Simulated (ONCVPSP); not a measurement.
## P: variants of one ONCV potential

Base potential:

```json
{"Element": "P (Z = 15)", "Generator": "ONCVPSP 4.0.1", "Type": "optimised norm-conserving Vanderbilt (ONCV)", "Functional": "PBE", "Relativity": "scalar-relativistic", "Frozen core": "[Ne]", "Valence charge": "5", "Reference configuration": "3s2 3p1.5 (charge +1.5)", "Partial waves": "3s: rc 1.30 bohr, ncon 4, nbas 7, qcut 4.1 1/bohr, 2 projectors, debl 2.1 Ha; 3p: rc 1.30 bohr, ncon 4, nbas 7, qcut 5.4 1/bohr, local", "Local potential": "the p channel", "Core correction": "polynomial model core, fcfact 0.4"}
```

All-electron outer shells of the reference configuration (PBE, scalar-relativistic, ld1.x):

```
shell  level (eV)  outermost node (bohr)  outermost maximum (bohr)
   2s     -190.82                   0.14                      0.42
   2p     -141.36                      –                      0.36
   3s      -28.48                   0.65                      1.54
   3p      -19.10                   0.64                      1.72
```

Cutoffs, loose and tight: the cutoffs (Ha) at which the residual kinetic energy of the hardest occupied pseudo-wave falls to 1 and 0.1 mHa per electron. They do not see the model core or the augmentation charge, which bear on the density cutoff. Test errors are all-electron minus pseudo excitation energies from the reference, over the configurations 3s2 3p3; 3s2 3p2; 3s2 3p1; 3s2 3p0. A dash means not determined; rows that change the core or the reference have their own tests.

```csv
change,outcome,"cutoff, loose","cutoff, tight",bound ghosts,GHOST(+) flags above zero,largest test error (meV)
base,generated,40 Ha,83 Ha,none,s,+20
p: qcut 3.2,generated,42 Ha,83 Ha,none,s,+20
p: qcut 4,generated,42 Ha,83 Ha,none,s,+20
p: qcut 4.3,generated,42 Ha,84 Ha,none,s,+20
p: qcut 4.9,generated,42 Ha,84 Ha,none,s,+20
p: qcut 5.8,generated,38 Ha,82 Ha,none,s,+20
p: qcut 6.1,generated,34 Ha,82 Ha,none,s,+20
p: qcut 6.8,generated,23 Ha,79 Ha,none,s,+19
p: qcut 7.6,generated,25 Ha,73 Ha,none,s,+18
p: qcut 8,generated,26 Ha,61 Ha,none,s,+18
```

Reading the sweep of the qcut of the p channel (base included, trends over the rows without a ghost): The loose cutoff is not monotonic: lowest 23 Ha at 6.8 1/bohr, highest 42 Ha at 4.9 1/bohr. The median size of the test errors (rows with all tests solved) stays near 5.8 meV.
